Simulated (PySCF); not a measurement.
# Exercise with solution: chemical shift, span and skew from a shielding tensor

BFCl2, SMILES FB(Cl)Cl. Atoms are numbered in the order given.

```xyz
4

B      0.0000     0.0000    -0.3582
F      0.0000     0.0000    -1.6737
Cl     0.0000    -1.5206     0.4957
Cl     0.0000     1.5206     0.4957
```

Geometry optimised at ωB97X-D3(BJ)/def2-SVP.

GIAO shieldings from B3LYP/pcSseg-2 run with PySCF, non-relativistic, no solvent. The symmetric part of the tensor of F2 has the principal values 39.1, 189.4, 345.2 ppm. The same nucleus in CFCl3 has σ = 159.6 ppm at this level (PySCF, at its B3LYP-D3(BJ)/def2-TZVP geometry). Without spin–orbit terms, shifts of atoms bonded to Cl or Br come out too high.

Task: Work out the isotropic shielding, the ¹⁹F shift against CFCl3, the span and the skew.

Result: 
σ(iso) = (σ11 + σ22 + σ33)/3 = 191.2 ppm. δ = σ(ref) − σ(iso) = 159.6 − (191.2) = -31.6 ppm.
Span Ω = σ33 − σ11 = 306.1 ppm. Skew κ = 3(σ(iso) − σ22)/Ω = 0.02. Tumbling in solution averages the tensor to δ; in a static solid the shielding alone would spread this spin-1/2 line over Ω.
